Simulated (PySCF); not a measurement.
One of the candidates below gave these computed data.

All candidates are C5H10OSi.

* UV, strongest line: among the 8 lowest singlet transitions: S2 at 6.50 eV (191 nm, f = 0.188) [TDDFT CAM-B3LYP/def2-SVPD]
* Polarisability: 86.0 au [CAM-B3LYP/def2-SVPD]
* Rotational structure: rotational constants A, B, C: 6.242, 1.072, 0.996 GHz [GFN2-xTB]
* UV, first state: lowest singlet excitation: 6.18 eV (201 nm, f = 0.012) [TDDFT CAM-B3LYP/def2-SVPD]
* Dipole: 0.35 D [CAM-B3LYP/def2-SVPD]
* Triplet: lowest triplet excitation (Tamm–Dancoff): 4.21 eV [TDA CAM-B3LYP/def2-SVPD]

Electronic properties: PySCF, gas phase, density fitting. Levels stand in brackets. Isolated species at its GFN2-xTB geometry (one conformer only).

**Question.** Which candidate is it?
A. `C=C(O[SiH3])C1CC1`
B. `C=C(C)[C@H]1OC[SiH2]1`
C. `C=C(C)[C@@H]1CO[SiH2]1`
D. `C=C1COCC[SiH2]1`

**Answer.** A. It is `C=C(O[SiH3])C1CC1`. Numbering: `[CH2:1]=[C:2]([O:3][SiH3:4])[CH:5]1[CH2:6][CH2:7]1`. Its formula, C5H10OSi, gives 2 degrees of unsaturation: 1 ring and 1 π bond in the structure found. The optimised geometry has point group Cs and is an asymmetric top.

The others, at the same levels:
- `C=C(C)[C@H]1OC[SiH2]1` fails: its computed lowest singlet excitation is 5.80 eV (214 nm, f = 0.083) (against 6.18 eV), static isotropic polarisability is 89.1 au (against 86.0 au) and rotational constant A is 3.598 GHz (against 6.242 GHz).
- `C=C(C)[C@@H]1CO[SiH2]1` fails: its computed lowest singlet excitation is 5.66 eV (219 nm, f = 0.046) (against 6.18 eV), rotational constant A is 3.949 GHz (against 6.242 GHz) and smallest rotational constant is 1.410 GHz (against 0.996 GHz).
- `C=C1COCC[SiH2]1` fails: its computed strongest line among the 8 lowest singlet transitions is S2 at 6.99 eV (177 nm, f = 0.343) (against S2 at 6.50 eV), static isotropic polarisability is 87.7 au (against 86.0 au) and rotational constant A is 2.980 GHz (against 6.242 GHz).

Each candidate is one conformer, not necessarily the lowest. Dipoles, sizes and rotational constants follow the conformer. The torsions of the flexible species, by atom-mapped SMILES:
- `[CH2:1]=[C:2]([O:3][SiH3:4])[CH:5]1[CH2:6][CH2:7]1`: C1–C2–O3–Si4 0°, C1–C2–C5–C6 35°
- `[CH2:1]=[C:2]([CH3:3])[C@H:4]1[O:5][CH2:6][SiH2:7]1`: C1–C2–C4–O5 148°
- `[CH2:1]=[C:2]([CH3:3])[C@@H:4]1[CH2:5][O:6][SiH2:7]1`: C1–C2–C4–C5 -145°

The conformers of `C=C1COCC[SiH2]1` aren't listed.
